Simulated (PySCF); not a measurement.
## Worked example: chemical shift, span and skew from a shielding tensor

Mg(F)(NMe2) (C2H6FMgN), SMILES C[N](C)[Mg][F]. Atoms are numbered in the order given.

```xyz
11

Mg     0.0000     0.0000    -1.0347
F      0.0000     0.0000    -2.7984
N      0.0000     0.0000     0.8619
C      0.0000     1.1961     1.6749
C      0.0000    -1.1961     1.6749
H     -0.8896     1.2587     2.3399
H      0.8896     1.2587     2.3399
H      0.0000     2.1111     1.0555
H      0.8896    -1.2587     2.3399
H     -0.8896    -1.2587     2.3399
H      0.0000    -2.1111     1.0555
```

Geometry optimised at B3LYP-D3(BJ)/def2-SVP. The structure was generated by enumeration; whether it is a known compound was not checked. One conformer was computed; it need not be the lowest.

GIAO shieldings from PBE0/pcSseg-1 run with PySCF, non-relativistic, no solvent. The symmetric part of the tensor of F2 has the principal values 401.6, 406.0, 478.5 ppm. The same nucleus in CFCl3 has σ = 167.2 ppm at this level (PySCF, at its B3LYP-D3(BJ)/def2-TZVP geometry).

Question: Work out the isotropic shielding, the ¹⁹F shift against CFCl3, the span and the skew.

Answer: 
σ(iso) = (σ11 + σ22 + σ33)/3 = 428.7 ppm. δ = σ(ref) − σ(iso) = 167.2 − (428.7) = -261.5 ppm.
Span Ω = σ33 − σ11 = 76.9 ppm. Skew κ = 3(σ(iso) − σ22)/Ω = 0.89. Tumbling in solution averages the tensor to δ; in a static solid the shielding alone would spread this spin-1/2 line over Ω.
